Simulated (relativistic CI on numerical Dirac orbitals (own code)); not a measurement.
Electric-dipole transitions in Ce57+

Method of calculation: Dirac equation for one electron, model QED (radiative potential, 1s self-energy scaled to tabulated hydrogen-like ionisation energies) (own radial code, finite nucleus).

Configurations in the expansion: 1s, 2s, 2p, 3s, 3p, 3d, 4s, 4p, 4d, 4f, 5s, 5p, 5d, 5f, 5g, 6s, 6p, 6d. Levels of other configurations are missing.

| λ vac (nm) | Lower | Upper | A (s⁻¹) | log gf | S velocity/length |
| --- | --- | --- | --- | --- | --- |
| 0.03407 | 1s 2S_1/2 [1] | 2p 2P°_3/2 [4] | 6.78e+15 | -0.33 | 1.00 |
| 0.03462 | 1s 2S_1/2 [1] | 2p 2P°_1/2 [2] | 7.24e+15 | -0.58 | 1.00 |
| 0.12744 | 2p 2P°_3/2 [4] | 5d 2D_5/2 [22] | 1.07e+14 | -0.81 | 1.00 |
| 0.13405 | 2p 2P°_1/2 [2] | 4d 2D_3/2 [12] | 2.20e+14 | -0.63 | 1.00 |
| 0.14263 | 2p 2P°_3/2 [4] | 4d 2D_5/2 [15] | 2.33e+14 | -0.37 | 1.00 |
| 0.17744 | 2p 2P°_1/2 [2] | 3d 2D_3/2 [7] | 6.57e+14 | 0.09 | 1.00 |
| 0.17767 | 2s 2S_1/2 [3] | 3p 2P°_3/2 [8] | 2.39e+14 | -0.34 | 1.00 |
| 0.18216 | 2s 2S_1/2 [3] | 3p 2P°_1/2 [5] | 2.90e+14 | -0.54 | 1.00 |
| 0.19189 | 2p 2P°_3/2 [4] | 3d 2D_5/2 [9] | 7.26e+14 | 0.38 | 1.00 |
| 0.19346 | 2p 2P°_3/2 [4] | 3d 2D_3/2 [7] | 1.20e+14 | -0.57 | 1.00 |
| 0.35621 | 3p 2P°_1/2 [5] | 5d 2D_3/2 [19] | 3.35e+13 | -0.59 | 1.00 |
| 0.37340 | 3d 2D_3/2 [7] | 5f 2F°_5/2 [21] | 4.98e+13 | -0.20 | 1.00 |
| 0.37345 | 3p 2P°_3/2 [8] | 5d 2D_5/2 [22] | 3.88e+13 | -0.31 | 1.00 |
| 0.37874 | 3d 2D_5/2 [9] | 5f 2F°_7/2 [24] | 5.15e+13 | -0.05 | 1.00 |
| 0.50953 | 3p 2P°_1/2 [5] | 4d 2D_3/2 [12] | 6.56e+13 | 0.01 | 1.00 |
| 0.51008 | 3s 2S_1/2 [6] | 4p 2P°_3/2 [13] | 3.08e+13 | -0.32 | 1.00 |
| 0.52571 | 3s 2S_1/2 [6] | 4p 2P°_1/2 [10] | 3.89e+13 | -0.49 | 1.00 |
| 0.54288 | 3d 2D_3/2 [7] | 4f 2F°_5/2 [14] | 1.49e+14 | 0.60 | 1.00 |
| 0.54296 | 3p 2P°_3/2 [8] | 4d 2D_5/2 [15] | 7.93e+13 | 0.32 | 1.00 |
| 0.54828 | 3p 2P°_3/2 [8] | 4d 2D_3/2 [12] | 1.36e+13 | -0.61 | 1.00 |
| 0.55293 | 3d 2D_5/2 [9] | 4f 2F°_7/2 [16] | 1.56e+14 | 0.76 | 1.00 |
| 0.55562 | 3d 2D_5/2 [9] | 4f 2F°_5/2 [14] | 1.03e+13 | -0.54 | 1.00 |
| 0.73460 | 4p 2P°_1/2 [10] | 6d 2D_3/2 [28] | 8.04e+12 | -0.58 | 1.00 |
| 0.76435 | 4p 2P°_3/2 [13] | 6d 2D_5/2 [30] | 9.78e+12 | -0.29 | 1.00 |
| 1.1076 | 4p 2P°_1/2 [10] | 5d 2D_3/2 [19] | 1.30e+13 | -0.02 | 1.00 |
| 1.1086 | 4s 2S_1/2 [11] | 5p 2P°_3/2 [20] | 7.13e+12 | -0.28 | 1.00 |
| 1.1464 | 4s 2S_1/2 [11] | 5p 2P°_1/2 [17] | 9.19e+12 | -0.44 | 1.00 |
| 1.1711 | 4d 2D_3/2 [12] | 5f 2F°_5/2 [21] | 2.75e+13 | 0.53 | 1.00 |
| 1.1713 | 4p 2P°_3/2 [13] | 5d 2D_5/2 [22] | 1.66e+13 | 0.31 | 1.00 |
| 1.1897 | 4f 2F°_5/2 [14] | 5g 2G_7/2 [23] | 4.69e+13 | 0.90 | 1.00 |
| 1.1898 | 4d 2D_5/2 [15] | 5f 2F°_7/2 [24] | 2.93e+13 | 0.70 | 1.00 |
| 1.1984 | 4f 2F°_7/2 [16] | 5g 2G_9/2 [25] | 4.81e+13 | 1.02 | 1.00 |
| 1.2263 | 4p 2P°_3/2 [13] | 5s 2S_1/2 [18] | 7.07e+12 | -0.50 | 1.00 |
| 2.0490 | 5p 2P°_1/2 [17] | 6d 2D_3/2 [28] | 3.78e+12 | -0.02 | 1.00 |
| 2.0508 | 5s 2S_1/2 [18] | 6p 2P°_3/2 [29] | 2.29e+12 | -0.24 | 1.00 |
| 2.1255 | 5s 2S_1/2 [18] | 6p 2P°_1/2 [26] | 2.99e+12 | -0.39 | 1.00 |
| 2.1569 | 5p 2P°_3/2 [20] | 6d 2D_5/2 [30] | 4.96e+12 | 0.32 | 1.00 |
| 2.2649 | 5p 2P°_3/2 [20] | 6s 2S_1/2 [27] | 2.88e+12 | -0.35 | 1.00 |
| 7.3276 | 3s 2S_1/2 [6] | 3p 2P°_3/2 [8] | 7.83e+10 | -0.60 | 1.00 |
| 17.198 | 4p 2P°_1/2 [10] | 4d 2D_3/2 [12] | 1.66e+10 | -0.53 | 1.00 |
| 17.441 | 4s 2S_1/2 [11] | 4p 2P°_3/2 [13] | 1.95e+10 | -0.45 | 1.01 |
| 33.736 | 5p 2P°_1/2 [17] | 5d 2D_3/2 [19] | 6.04e+09 | -0.39 | 1.00 |
| 34.211 | 5s 2S_1/2 [18] | 5p 2P°_3/2 [20] | 6.51e+09 | -0.34 | 1.01 |
| 58.510 | 6p 2P°_1/2 [26] | 6d 2D_3/2 [28] | 2.54e+09 | -0.28 | 1.00 |
| 59.334 | 6s 2S_1/2 [27] | 6p 2P°_3/2 [29] | 2.63e+09 | -0.26 | 1.01 |

Terms are leading LS components. Brackets give the number of a level in order of energy, since labels repeat. The list gives strong lines, with weight on those to low levels. Levels whose partners in the same complex of configurations lie outside the list can be far off, and so can their lines. Rates are taken at the computed energies, electric ones in the length gauge. A velocity-to-length ratio far from 1 marks an uncertain rate.
